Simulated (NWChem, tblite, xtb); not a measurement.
# A ladder of methods for SbH2Cl (SMILES [Cl][SbH2])

SbH2Cl has 4 atoms, charge 0, and is taken as a singlet. SMILES: `[Cl][SbH2]`. Geometry: relaxed at PBE0-D4/def2-TZVP.

Quantity: the dipole moment, in D. The values are calculated.

| level | kind | program | value (D) | CPU time |
| --- | --- | --- | --- | --- |
| GFN2-xTB | semi-empirical | tblite | 2.70 | under 2 s |
| GFN0-xTB | semi-empirical | xtb | 4.56 | under 2 s |
| GFN1-xTB | semi-empirical | xtb | 4.01 | under 2 s |
| HF/6-31G*/SBKJC-VDZ (core potential, Cartesian functions) | Hartree–Fock | NWChem | 3.24 | 2 s |
| HF/STO-3G | Hartree–Fock | NWChem | 3.01 | 4 s |
| HF/3-21G | Hartree–Fock | NWChem | 3.77 | 5.1 s |
| HF/def2-SVP (core potential) | Hartree–Fock | NWChem | 2.80 | 8.5 s |
| BP86/def2-SVP (core potential) | GGA | NWChem | 2.27 | 15 s |
| revM06-L/x2c-TZVPall (ZORA) | meta-GGA | NWChem | 2.36 | 33 s |
| TPSSh/3-21G | hybrid meta-GGA | NWChem | 3.10 | 10 s |

All-electron rows without a relativistic Hamiltonian named are non-relativistic, while core potentials hold scalar relativity, so basis and relativity change together. The values span 2.27 to 4.56 D. Magnitudes only. Sets without polarisation functions give poor dipoles. CPU times are rough (shared hosts, several kinds of processor and program).
